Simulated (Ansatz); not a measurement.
Program: Ansatz. Geometries: PBE0-D4/def2-TZVP. ΔE: electronic, gas phase. CCSD(T)/CBS adds triple-zeta CCSD(T) − MP2 to the extrapolated MP2 energy (def2 sets, frozen cores). Functionals use def2-TZVPP. B3LYP here is the variant with VWN-RPA as its local correlation; programs differ in this. One conformer a species, not always the lowest.

`C[C@H]1B[Si@@H]1F` + `N=CC=O` → `CC(=N)C=O` + `F[SiH]1BC1`  (formal exchange of groups at a C–C bond)

| level | ΔE (kJ/mol) | difference from CCSD(T)/CBS |
| --- | --- | --- |
| PBE-D4 | -29.0 | 8.3 |
| r2SCAN-D4 | -39.3 | -2.0 |
| PBE0-D4 | -38.1 | -0.8 |
| B3LYP-D4 | -29.2 | 8.1 |
| ωB97X-V | -46.2 | -8.9 |
| ωB97M-V | -41.2 | -3.9 |
| B2PLYP | -34.4 | 2.9 |
| PBE | -31.3 | 6.0 |
| PBE0 | -40.1 | -2.8 |
| B3LYP | -33.0 | 4.3 |
| HF/def2-TZVPP | -50.2 | -12.9 |
| MP2/def2-TZVPP | -37.0 | 0.3 |
| HF/def2-QZVPP | -50.9 | -13.6 |
| SCS-MP2/def2-QZVPP | -38.0 | -0.7 |
| MP2/CBS(def2) | -40.3 | -3.0 |
| CCSD/CBS(def2) | -41.5 | -4.2 |
| CCSD(T)/CBS | -37.3 | 0 |

Largest T1 diagnostic among the species: 0.015.

From PBE to PBE0 (25 % exact exchange), in def2-TZVPP and without D4, ΔE moves by −8.8 kJ/mol. In def2-TZVPP, CCSD(T) changes the Hartree–Fock value by +16.2 kJ/mol (the triples alone add +4.2 kJ/mol) and MP2 by +13.1 kJ/mol. The D4 term adds +3.8 kJ/mol with B3LYP and +2.0 kJ/mol with PBE0; it sums over pairs of atoms, weighted by their polarisabilities, and B3LYP, whose exchange is more repulsive, gets the larger term.
